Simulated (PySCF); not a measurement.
PySCF input for Mg(NH2)2 (H₄MgN₂), SMILES [NH2][Mg][NH2], B3LYP-D3(BJ)/def2-TZVP. Coordinates come from a B3LYP-D3(BJ)/def2-TZVP optimisation. One conformer was computed; it need not be the lowest.

```python
import numpy as np
from pyscf import gto, scf, dft, df
from pyscf.hessian import thermo

mol = gto.M(
    atom='''
    Mg    0.00000000   -0.00000000    0.00000000
    N    -0.00000000    0.00000000   -1.88992938
    H     0.57509407    0.57509407   -2.48869465
    H    -0.57509407   -0.57509408   -2.48869465
    N     0.00000000   -0.00000000    1.88992938
    H     0.57509407   -0.57509407    2.48869465
    H    -0.57509407    0.57509408    2.48869465
    ''',
    basis='def2-TZVP',
    charge=0,
    spin=0,
    max_memory=1600,
    verbose=3,
)
mf = dft.RKS(mol, xc='b3lyp').density_fit(auxbasis='def2-universal-jkfit')
mf.disp = 'd3bj'
mf.grids.level = 3
mf.conv_tol = 1e-11
mf.max_cycle = 100
mf.kernel()

# [left out here: the lines that compute and print the analytic Hessian (its translational invariance restored by hand, since the grid's response is missing), thermochemistry and intensities]
```

It prints:

```
converged SCF energy = -312.107374078279

WARN: DFTD3 does not support analytical Hessian, using finite difference


WARN: Mole.unit (angstrom) is changed to Bohr

Mode                                 0                   1                   2
Irrep
Freq [cm^-1]                      138.8419            138.8423            178.5428
Reduced mass [au]                   4.8637              4.8633              1.0080
Force const [Dyne/A]                0.0552              0.0552              0.0189
Char temp [K]                     199.7625            199.7632            256.8833
Normal mode                   x     y     z       x     y     z       x     y     z
       0  Mg                 0.11 -0.10 -0.00    0.10  0.11  0.00    0.00  0.00  0.00
       1   N                -0.09  0.08  0.00   -0.06 -0.07  0.00   -0.00 -0.00 -0.00
       2   H                -0.09  0.08 -0.01   -0.14 -0.15 -0.15    0.35 -0.35  0.00
       3   H                -0.09  0.08  0.01   -0.14 -0.15  0.15   -0.35  0.35 -0.00
       4   N                -0.07  0.06 -0.00   -0.08 -0.09  0.00   -0.00 -0.00  0.00
       5   H                -0.15  0.14  0.15   -0.08 -0.09 -0.01    0.35  0.35  0.00
       6   H                -0.15  0.14 -0.15   -0.08 -0.09  0.01   -0.35 -0.35 -0.00
Mode                                 3                   4                   5
Irrep
Freq [cm^-1]                      297.7733            297.7833            535.2307
Reduced mass [au]                   1.1871              1.1871              1.2368
Force const [Dyne/A]                0.0620              0.0620              0.2087
Char temp [K]                     428.4295            428.4439            770.0778
Normal mode                   x     y     z       x     y     z       x     y     z
       0  Mg                -0.00 -0.00  0.00    0.00 -0.00 -0.00    0.03 -0.03  0.00
       1   N                -0.00 -0.00  0.00   -0.08  0.08 -0.00   -0.00  0.00  0.00
       2   H                -0.02 -0.02 -0.03    0.45 -0.45 -0.00   -0.03  0.03 -0.01
       3   H                -0.02 -0.02  0.03    0.45 -0.45  0.00   -0.03  0.03  0.01
       4   N                 0.08  0.08 -0.00    0.00 -0.00 -0.00   -0.07  0.07 -0.00
       5   H                -0.45 -0.45  0.00    0.02 -0.02 -0.03    0.22 -0.22 -0.55
       6   H                -0.45 -0.45 -0.00    0.02 -0.02  0.03    0.22 -0.22  0.55
Mode                                 6                   7                   8
Irrep
Freq [cm^-1]                      535.2315            550.4141            810.0526
Reduced mass [au]                   1.2368              5.3249              9.1767
Force const [Dyne/A]                0.2087              0.9505              3.5478
Char temp [K]                     770.0789            791.9234           1165.4853
Normal mode                   x     y     z       x     y     z       x     y     z
       0  Mg                -0.03 -0.03  0.00   -0.00 -0.00 -0.00   -0.00 -0.00 -0.15
       1   N                 0.07  0.07  0.00    0.00  0.00 -0.18    0.00  0.00  0.12
       2   H                -0.22 -0.22 -0.55    0.00  0.00 -0.18    0.00  0.00  0.12
       3   H                -0.22 -0.22  0.55   -0.00 -0.00 -0.18   -0.00 -0.00  0.12
       4   N                 0.00  0.00 -0.00    0.00  0.00  0.18    0.00  0.00  0.12
       5   H                 0.03  0.03  0.01    0.00 -0.00  0.18   -0.00  0.00  0.12
       6   H                 0.03  0.03 -0.01   -0.00  0.00  0.18    0.00 -0.00  0.12
Mode                                 9                  10                  11
Irrep
Freq [cm^-1]                     1560.6173           1564.0352           3542.0860
Reduced mass [au]                   1.0969              1.0918              1.0507
Force const [Dyne/A]                1.5740              1.5736              7.7667
Char temp [K]                    2245.3808           2250.2985           5096.2732
Normal mode                   x     y     z       x     y     z       x     y     z
       0  Mg                -0.00  0.00 -0.00    0.00  0.00 -0.00   -0.00 -0.00 -0.00
       1   N                -0.00 -0.00  0.06   -0.00 -0.00  0.05    0.00  0.00  0.04
       2   H                -0.20 -0.20 -0.38   -0.20 -0.20 -0.38    0.29  0.29 -0.27
       3   H                 0.20  0.20 -0.38    0.20  0.20 -0.38   -0.29 -0.29 -0.27
       4   N                 0.00 -0.00  0.06    0.00  0.00 -0.05   -0.00  0.00  0.04
       5   H                 0.20 -0.20 -0.38   -0.20  0.20  0.38   -0.29  0.29 -0.27
       6   H                -0.20  0.20 -0.38    0.20 -0.20  0.38    0.29 -0.29 -0.27
Mode                                12                  13                  14
Irrep
Freq [cm^-1]                     3542.4266           3616.9816           3616.9820
Reduced mass [au]                   1.0506              1.0914              1.0914
Force const [Dyne/A]                7.7679              8.4122              8.4122
Char temp [K]                    5096.7632           5204.0313           5204.0318
Normal mode                   x     y     z       x     y     z       x     y     z
       0  Mg                -0.00 -0.00  0.00    0.00  0.00  0.00    0.00 -0.00 -0.00
       1   N                 0.00  0.00  0.04    0.05  0.05 -0.00    0.00 -0.00 -0.00
       2   H                 0.29  0.29 -0.27   -0.38 -0.38  0.41   -0.00  0.00 -0.00
       3   H                -0.29 -0.29 -0.27   -0.38 -0.38 -0.41   -0.00  0.00  0.00
       4   N                 0.00 -0.00 -0.04    0.00  0.00 -0.00    0.05 -0.05  0.00
       5   H                 0.29 -0.29  0.27   -0.00 -0.00 -0.00   -0.38  0.38 -0.41
       6   H                -0.29  0.29  0.27   -0.00 -0.00  0.00   -0.38  0.38  0.41
temperature 298.1500 [K]
pressure 101325.00 [Pa]
Rotational constants [GHz] 189.49114 3.99928 3.99928
Symmetry number 4
Zero-point energy (ZPE) 0.04767 [Eh]   125164.326 [J/mol]
                           tot       elec      trans        rot        vib
Entropy [J/mol/K]       293.698      0.000    159.027     81.309     53.362
Cv [J/mol/K]             80.553      0.000     12.472     12.472     55.610
Cp [J/mol/K]             88.868      0.000     20.786     12.472     55.610
Internal energy [J/mol]                      3718.434   3718.434 134190.961
Internal energy [Eh]   -312.05343  -312.10737
Enthalpy [J/mol]                             6197.391   3718.434 134190.961
Enthalpy [Eh]          -312.05249
Gibbs free energy [J/mol]                  -41216.416 -20523.891 118281.147
Gibbs free energy [Eh] -312.08584
static polarisability / bohr^3: [[37.667 -0.    -0.   ]
 [-0.    37.667  0.   ]
 [ 0.     0.    46.501]]
largest difference of analytic and finite-field dipole derivatives / e: 0.0020336676684448163
mode   freq/cm-1   IR/(km/mol)   Raman/(A^4/amu)   depolarisation
   1      138.84        38.145             0.283            0.750
   2      138.84        38.139             0.283            0.750
   3      178.54         0.000            14.872            0.750
   4      297.77       121.682            24.508            0.750
   5      297.78       121.666            24.505            0.750
   6      535.23        68.202             1.675            0.750
   7      535.23        68.193             1.674            0.750
   8      550.41         0.000            19.413            0.120
   9      810.05       143.651             0.918            0.750
  10     1560.62        43.523             0.117            0.750
  11     1564.04         0.000             9.259            0.076
  12     3542.09         3.187            36.233            0.750
  13     3542.43         0.000           286.760            0.030
  14     3616.98         6.224            86.145            0.750
  15     3616.98         6.224            86.153            0.750
max |gradient| / (hartree/bohr): 3.1650557576977194e-05
APT charges: [ 1.1414 -0.7965  0.1129  0.1129 -0.7965  0.1129  0.1129]
```

Self-consistency was reached.

Cost: around 2.2 core-minutes (rough).
